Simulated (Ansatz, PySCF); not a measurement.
Gas-phase reaction (SMILES): CSB(C)C [dimethyl(methylsulfanyl)borane] + N (NH3) -> CB(C)N [[amino(methyl)boranyl]methane] + CS (CH4S); ammonia cleaves one B-S bond, a model of a ligand-exchange step.

Structures are relaxed separately at B3LYP-D3(BJ)/def2-TZVP in Ansatz (an electronic-structure program), one conformer each, not searched for the lowest. Cores are frozen in the correlated levels unless marked. Spin-orbit coupling is left out. No relativistic terms. CBS marks a two-point X^-3 extrapolation of the correlation energy; Hartree-Fock from the larger set. [CCSD(T)-MP2]/basis is that difference in the basis named. Thermal terms are rigid-rotor harmonic-oscillator values from B3LYP-D3(BJ) frequencies (Ansatz or PySCF) at 298.15 K and 1 atm. 1 Eh = 627.5095 kcal/mol.

```json
[
 {"species": "CSB(C)C", "E, RI-MP2/CBS(aug-cc-pV(T+d)Z,aug-cc-pV(Q+d)Z)+[CCSD(T)-MP2]/aug-cc-pV(T+d)Z (Ansatz) (Eh)": "-542.19245", "E, wB97X-V/def2-TZVPD (Ansatz) (Eh)": "-542.78950", "H - E (Eh)": "0.12535", "G - E (Eh)": "0.08389"},
 {"species": "N (NH3)", "E, RI-MP2/CBS(aug-cc-pV(T+d)Z,aug-cc-pV(Q+d)Z)+[CCSD(T)-MP2]/aug-cc-pV(T+d)Z (Ansatz) (Eh)": "-56.50756", "E, wB97X-V/def2-TZVPD (Ansatz) (Eh)": "-56.56167", "H - E (Eh)": "0.03799", "G - E (Eh)": "0.01614"},
 {"species": "CB(C)N", "E, RI-MP2/CBS(aug-cc-pV(T+d)Z,aug-cc-pV(Q+d)Z)+[CCSD(T)-MP2]/aug-cc-pV(T+d)Z (Ansatz) (Eh)": "-160.48757", "E, wB97X-V/def2-TZVPD (Ansatz) (Eh)": "-160.71039", "H - E (Eh)": "0.11171", "G - E (Eh)": "0.07648"},
 {"species": "CS (CH4S)", "E, RI-MP2/CBS(aug-cc-pV(T+d)Z,aug-cc-pV(Q+d)Z)+[CCSD(T)-MP2]/aug-cc-pV(T+d)Z (Ansatz) (Eh)": "-438.22550", "E, wB97X-V/def2-TZVPD (Ansatz) (Eh)": "-438.65488", "H - E (Eh)": "0.05042", "G - E (Eh)": "0.02163"}
]
```

Task: Work out ΔE and ΔH, ΔG, ΔS and the equilibrium constant at 298.15 K at the first level, then ΔH at the second.

Result: 
1. ΔE = [(-160.48757) + (-438.22550)] - [(-542.19245) + (-56.50756)] = -0.01306 Eh = -8.2 kcal/mol at RI-MP2/CBS(aug-cc-pV(T+d)Z,aug-cc-pV(Q+d)Z)+[CCSD(T)-MP2]/aug-cc-pV(T+d)Z.
2. The terms H - E add up to -0.00121 Eh, so ΔH = (-0.01306 + (-0.00121))×627.5095 = -9.0 kcal/mol.
3. The terms G - E add up to -0.00192 Eh, so ΔG = -9.4 kcal/mol, and ΔS = (-0.00121 - (-0.00192))×627509.5/298.15 = 1.5 cal/(mol K).
4. log10 K = -ΔG/(RT ln 10) = 6.9, with RT ln 10 = 1.3642 kcal/mol.
5. At wB97X-V/def2-TZVPD the same steps give ΔE = -8.8 and ΔH = -9.6 kcal/mol, a shift of -0.6 from the first level.
6. These values are not checked against measurement here, since the tables used lack a sound gas-phase enthalpy of formation for at least one species.
